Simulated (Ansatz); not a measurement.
CH₃ClFNSi₂, SMILES F[Si@]1(Cl)N=C[SiH2]1.

Geometry optimised at B3LYP-D3(BJ)/def2-SVP. The structure was generated by enumeration; whether it is a known compound was not checked.

Two levels are set side by side: PBE/def2-SVPD (Ansatz, an electronic-structure program) and PBE0/def2-SVPD (Ansatz). Energy differences of separate SCF runs at the same geometry; the states with an electron removed or added have multiplicity 2 and 2. Differences are taken from unrounded values.

```csv
quantity,PBE0
vertical ionisation energy (eV),9.35
vertical singlet–triplet gap (eV),2.92
```

What does PBE give, and how far is it from PBE0? (An estimate is asked for; the answer gives what the named calculation found.)


```tsv
quantity	PBE	PBE minus PBE0
vertical ionisation energy (eV)	9.16	-0.19
vertical singlet–triplet gap (eV)	2.91	-0.01
```
